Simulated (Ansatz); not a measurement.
Ansatz (a program for electronic structure) input (HF/3-21G): The .json file is the Basis Set Exchange's 3-21G.

Ansatz 0.2 input:
```yaml
crystal:
  periodic: [false, false, false]
  atoms:
    - {symbol: O, position_ang: [0.21972540, -0.84531134, -1.18931423]}
    - {symbol: S, position_ang: [-0.44899246, -0.01051229, 0.09665708]}
    - {symbol: O, position_ang: [0.35997430, -0.53222758, 1.35497603]}
    - {symbol: O, position_ang: [0.18131123, 1.55043397, -0.23892427]}
    - {symbol: H, position_ang: [1.09579201, -1.21496392, -0.96041360]}
basis:
  gaussian:
    orbitals: 3-21G.json
hamiltonian:
  xc: {name: HF}
magnetization: {spin_polarized: true, initial_magnetization: 1}
phonons: {temperatures: {t_min: 298.15, t_max: 298.15, t_step: 100}}
```

Output:

```
Functional definition: HF
integrals: 0.00 GiB planned
466 factors; integrals over basis functions are off by at most 1.1e-4 eV
mean field: 0.13 GiB planned
mean field evaluation 1: about -16842.3077 eV, gradient 3.7e1 eV
mean field evaluation 2: about -16842.5474 eV, gradient 3.7e1 eV
mean field evaluation 4: about -16850.1633 eV, gradient 5.0e0 eV
mean field evaluation 8: about -16850.9987 eV, gradient 1.7e0 eV
mean field evaluation 16: about -16851.6913 eV, gradient 2.3e-1 eV
mean field evaluation 32: about -16851.5692 eV, gradient 4.8e-1 eV
mean field evaluation 64: about -16851.4200 eV, gradient 3.9e-1 eV
mean field evaluation 96: about -16851.4824 eV, gradient 2.3e-1 eV
mean field evaluation 128: about -16850.2876 eV, gradient 6.1e-1 eV
mean field evaluation 160: about -16851.0729 eV, gradient 2.3e0 eV
mean field -16851.69520325 eV, -619.2883762301 hartree, gradient 7.1e-6 eV, S^2 0.774594; 2 other end points of the search recorded, 0 dependent functions left out
the calculation of the forces begins
reference -16851.69520325 eV, -619.2883762301 hartree; 21, 20 occupied and 21, 22 virtual orbitals, 466 factors
these checks for a lower state are left out or cut short: stability, starts, cluster_reference, orbital_swaps, neighbouring_geometries, increment
integrals: 0.00 GiB planned
466 factors; integrals over basis functions are off by at most 1.1e-4 eV
mean field: 0.13 GiB planned
mean field -16851.69505897 eV, -619.2883709280 hartree, gradient 7.2e-6 eV, S^2 0.774622; 0 other end points of the search recorded, 0 dependent functions left out
the calculation of the forces begins
reference -16851.69505897 eV, -619.2883709280 hartree; 21, 20 occupied and 21, 22 virtual orbitals, 466 factors
these checks for a lower state are left out or cut short: stability, starts, cluster_reference, orbital_swaps, neighbouring_geometries, increment
integrals: 0.00 GiB planned
466 factors; integrals over basis functions are off by at most 1.1e-4 eV
mean field: 0.13 GiB planned
mean field -16851.69504652 eV, -619.2883704706 hartree, gradient 7.1e-6 eV, S^2 0.774564; 0 other end points of the search recorded, 0 dependent functions left out
the calculation of the forces begins
reference -16851.69504652 eV, -619.2883704706 hartree; 21, 20 occupied and 21, 22 virtual orbitals, 466 factors
these checks for a lower state are left out or cut short: stability, starts, cluster_reference, orbital_swaps, neighbouring_geometries, increment
integrals: 0.00 GiB planned
466 factors; integrals over basis functions are off by at most 1.1e-4 eV
mean field: 0.13 GiB planned
mean field -16851.69514599 eV, -619.2883741258 hartree, gradient 7.2e-6 eV, S^2 0.774569; 0 other end points of the search recorded, 0 dependent functions left out
the calculation of the forces begins
reference -16851.69514599 eV, -619.2883741258 hartree; 21, 20 occupied and 21, 22 virtual orbitals, 466 factors
these checks for a lower state are left out or cut short: stability, starts, cluster_reference, orbital_swaps, neighbouring_geometries, increment
integrals: 0.00 GiB planned
466 factors; integrals over basis functions are off by at most 1.1e-4 eV
mean field: 0.13 GiB planned
mean field evaluation 192: about -16851.6912 eV, gradient 9.9e-1 eV
mean field -16851.69514297 eV, -619.2883740150 hartree, gradient 7.2e-6 eV, S^2 0.774618; 0 other end points of the search recorded, 0 dependent functions left out
the calculation of the forces begins
reference -16851.69514297 eV, -619.2883740150 hartree; 21, 20 occupied and 21, 22 virtual orbitals, 466 factors
these checks for a lower state are left out or cut short: stability, starts, cluster_reference, orbital_swaps, neighbouring_geometries, increment
integrals: 0.00 GiB planned
466 factors; integrals over basis functions are off by at most 1.1e-4 eV
mean field: 0.13 GiB planned
mean field -16851.69512717 eV, -619.2883734343 hartree, gradient 7.1e-6 eV, S^2 0.774562; 0 other end points of the search recorded, 0 dependent functions left out
the calculation of the forces begins
reference -16851.69512717 eV, -619.2883734343 hartree; 21, 20 occupied and 21, 22 virtual orbitals, 466 factors
these checks for a lower state are left out or cut short: stability, starts, cluster_reference, orbital_swaps, neighbouring_geometries, increment
integrals: 0.00 GiB planned
466 factors; integrals over basis functions are off by at most 1.1e-4 eV
mean field: 0.13 GiB planned
mean field -16851.69511901 eV, -619.2883731343 hartree, gradient 7.1e-6 eV, S^2 0.774625; 0 other end points of the search recorded, 0 dependent functions left out
the calculation of the forces begins
reference -16851.69511901 eV, -619.2883731343 hartree; 21, 20 occupied and 21, 22 virtual orbitals, 466 factors
[...]
mean field: 0.13 GiB planned
mean field evaluation 320: about -16851.6951 eV, gradient 1.2e-2 eV
mean field -16851.69513474 eV, -619.2883737123 hartree, gradient 7.2e-6 eV, S^2 0.774525; 0 other end points of the search recorded, 0 dependent functions left out
the calculation of the forces begins
reference -16851.69513474 eV, -619.2883737123 hartree; 21, 20 occupied and 21, 22 virtual orbitals, 466 factors
these checks for a lower state are left out or cut short: stability, starts, cluster_reference, orbital_swaps, neighbouring_geometries, increment
integrals: 0.00 GiB planned
466 factors; integrals over basis functions are off by at most 1.1e-4 eV
mean field: 0.13 GiB planned
mean field -16851.69519337 eV, -619.2883758671 hartree, gradient 7.2e-6 eV, S^2 0.774869; 0 other end points of the search recorded, 0 dependent functions left out
the calculation of the forces begins
reference -16851.69519337 eV, -619.2883758671 hartree; 21, 20 occupied and 21, 22 virtual orbitals, 466 factors
these checks for a lower state are left out or cut short: stability, starts, cluster_reference, orbital_swaps, neighbouring_geometries, increment
integrals: 0.00 GiB planned
466 factors; integrals over basis functions are off by at most 1.1e-4 eV
mean field: 0.13 GiB planned
mean field -16851.69518913 eV, -619.2883757112 hartree, gradient 7.1e-6 eV, S^2 0.774324; 0 other end points of the search recorded, 0 dependent functions left out
the calculation of the forces begins
reference -16851.69518913 eV, -619.2883757112 hartree; 21, 20 occupied and 21, 22 virtual orbitals, 466 factors
these checks for a lower state are left out or cut short: stability, starts, cluster_reference, orbital_swaps, neighbouring_geometries, increment
integrals: 0.00 GiB planned
466 factors; integrals over basis functions are off by at most 1.1e-4 eV
mean field: 0.13 GiB planned
mean field -16851.69514555 eV, -619.2883741096 hartree, gradient 7.4e-6 eV, S^2 0.775312; 0 other end points of the search recorded, 0 dependent functions left out
the calculation of the forces begins
reference -16851.69514555 eV, -619.2883741096 hartree; 21, 20 occupied and 21, 22 virtual orbitals, 466 factors
these checks for a lower state are left out or cut short: stability, starts, cluster_reference, orbital_swaps, neighbouring_geometries, increment
integrals: 0.00 GiB planned
466 factors; integrals over basis functions are off by at most 1.1e-4 eV
mean field: 0.13 GiB planned
mean field evaluation 352: about -16851.3111 eV, gradient 1.0e0 eV
mean field -16851.69515073 eV, -619.2883743001 hartree, gradient 7.0e-6 eV, S^2 0.773908; 0 other end points of the search recorded, 0 dependent functions left out
the calculation of the forces begins
reference -16851.69515073 eV, -619.2883743001 hartree; 21, 20 occupied and 21, 22 virtual orbitals, 466 factors
these checks for a lower state are left out or cut short: stability, starts, cluster_reference, orbital_swaps, neighbouring_geometries, increment
integrals: 0.00 GiB planned
466 factors; integrals over basis functions are off by at most 1.1e-4 eV
mean field: 0.13 GiB planned
mean field -16851.69519178 eV, -619.2883758088 hartree, gradient 7.1e-6 eV, S^2 0.774436; 0 other end points of the search recorded, 0 dependent functions left out
the calculation of the forces begins
reference -16851.69519178 eV, -619.2883758088 hartree; 21, 20 occupied and 21, 22 virtual orbitals, 466 factors
these checks for a lower state are left out or cut short: stability, starts, cluster_reference, orbital_swaps, neighbouring_geometries, increment
integrals: 0.00 GiB planned
466 factors; integrals over basis functions are off by at most 1.1e-4 eV
mean field: 0.13 GiB planned
mean field -16851.69519519 eV, -619.2883759340 hartree, gradient 7.1e-6 eV, S^2 0.774754; 0 other end points of the search recorded, 0 dependent functions left out
the calculation of the forces begins
reference -16851.69519519 eV, -619.2883759340 hartree; 21, 20 occupied and 21, 22 virtual orbitals, 466 factors
these checks for a lower state are left out or cut short: stability, starts, cluster_reference, orbital_swaps, neighbouring_geometries, increment
integrals: 0.00 GiB planned
466 factors; integrals over basis functions are off by at most 1.1e-4 eV
mean field: 0.13 GiB planned
mean field evaluation 384: about -16851.6951 eV, gradient 1.4e-5 eV
mean field -16851.69507500 eV, -619.2883715172 hartree, gradient 7.2e-6 eV, S^2 0.774586; 0 other end points of the search recorded, 0 dependent functions left out
the calculation of the forces begins
reference -16851.69507500 eV, -619.2883715172 hartree; 21, 20 occupied and 21, 22 virtual orbitals, 466 factors
these checks for a lower state are left out or cut short: stability, starts, cluster_reference, orbital_swaps, neighbouring_geometries, increment
integrals: 0.00 GiB planned
466 factors; integrals over basis functions are off by at most 1.1e-4 eV
mean field: 0.13 GiB planned
mean field -16851.69508180 eV, -619.2883717671 hartree, gradient 7.1e-6 eV, S^2 0.774601; 0 other end points of the search recorded, 0 dependent functions left out
the calculation of the forces begins
reference -16851.69508180 eV, -619.2883717671 hartree; 21, 20 occupied and 21, 22 virtual orbitals, 466 factors
these checks for a lower state are left out or cut short: stability, starts, cluster_reference, orbital_swaps, neighbouring_geometries, increment
integrals: 0.00 GiB planned
466 factors; integrals over basis functions are off by at most 1.1e-4 eV
mean field: 0.13 GiB planned
mean field -16851.69517680 eV, -619.2883752580 hartree, gradient 7.1e-6 eV, S^2 0.774591; 0 other end points of the search recorded, 0 dependent functions left out
the calculation of the forces begins
reference -16851.69517680 eV, -619.2883752580 hartree; 21, 20 occupied and 21, 22 virtual orbitals, 466 factors
these checks for a lower state are left out or cut short: stability, starts, cluster_reference, orbital_swaps, neighbouring_geometries, increment
integrals: 0.00 GiB planned
466 factors; integrals over basis functions are off by at most 1.1e-4 eV
mean field: 0.13 GiB planned
mean field -16851.69517366 eV, -619.2883751429 hartree, gradient 7.2e-6 eV, S^2 0.774595; 0 other end points of the search recorded, 0 dependent functions left out
the calculation of the forces begins
reference -16851.69517366 eV, -619.2883751429 hartree; 21, 20 occupied and 21, 22 virtual orbitals, 466 factors
these checks for a lower state are left out or cut short: stability, starts, cluster_reference, orbital_swaps, neighbouring_geometries, increment
integrals: 0.00 GiB planned
466 factors; integrals over basis functions are off by at most 1.1e-4 eV
mean field: 0.13 GiB planned
mean field evaluation 416: about -16851.3156 eV, gradient 3.5e-3 eV
mean field -16851.69518183 eV, -619.2883754430 hartree, gradient 7.2e-6 eV, S^2 0.774589; 0 other end points of the search recorded, 0 dependent functions left out
the calculation of the forces begins
reference -16851.69518183 eV, -619.2883754430 hartree; 21, 20 occupied and 21, 22 virtual orbitals, 466 factors
these checks for a lower state are left out or cut short: stability, starts, cluster_reference, orbital_swaps, neighbouring_geometries, increment
integrals: 0.00 GiB planned
466 factors; integrals over basis functions are off by at most 1.1e-4 eV
mean field: 0.13 GiB planned
mean field -16851.69518533 eV, -619.2883755718 hartree, gradient 7.2e-6 eV, S^2 0.774597; 0 other end points of the search recorded, 0 dependent functions left out
the calculation of the forces begins
reference -16851.69518533 eV, -619.2883755718 hartree; 21, 20 occupied and 21, 22 virtual orbitals, 466 factors
Total energy: -16851.69520325 eV, -619.2883762301 hartree
Atom 0 at     0.219725    -0.845311    -1.189314 Å, force     0.002706     0.000649     0.001672 eV/Å
Atom 1 at    -0.448992    -0.010512     0.096657 Å, force    -0.002914     0.000105     0.000391 eV/Å
Atom 2 at     0.359974    -0.532228     1.354976 Å, force     0.000935    -0.000171    -0.000704 eV/Å
Atom 3 at     0.181311     1.550434    -0.238924 Å, force     0.000849    -0.001183    -0.000684 eV/Å
Atom 4 at     1.095792    -1.214964    -0.960414 Å, force    -0.001576     0.000599    -0.000674 eV/Å
Dipole moment:    -0.123955    -0.089595    -0.288206 e Å
Vibrations: 272.71 308.20 400.26 482.07 708.27 856.82 902.61 1277.65 3759.51 cm⁻¹, zero-point energy 0.555951 eV
```

The blocks after the first are displaced geometries, from whose forces the wavenumbers follow.
